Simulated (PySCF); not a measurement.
Electron correlation in Ho⁺ (holmium, charge +1)

[Xe] 4f10 6s1 6p1, one real determinant (an excited configuration). All numbers are calculated (PySCF 2.14, scalar relativity by spin-free X2C-1e, in ANO-RCC-VTZP (8s7p5d3f2g1h, 104 functions)). Frozen: [Kr] 4d10; 20 electrons correlated.

MP2 pair energies summed by pair of shells (mhartree):

```
 pair   energy  share (%)
4f-4f  -326.59       40.2
4f-5p  -227.09       28.0
5p-5p  -128.71       15.9
4f-5s   -49.69        6.1
5s-5p   -33.57        4.1
5p-6s   -15.81        1.9
4f-6s    -8.29        1.0
5p-6p    -7.76        1.0
5s-5s    -6.31        0.8
4f-6p    -4.52        0.6
6s-6p    -1.39        0.2
5s-6s    -1.16        0.1
5s-6p    -0.63        0.1
```

Total MP2 correlation energy: -811.52 mhartree.

Same-spin part -324.29 and opposite-spin part -487.22 mhartree; SCS-MP2 scales them by 1/3 and 6/5 to -692.76 mhartree.

The basis was made for the ground configuration and has no added diffuse functions, which can raise the energy of the promoted electron.

The reference is one real determinant that mixes LS terms of this configuration.
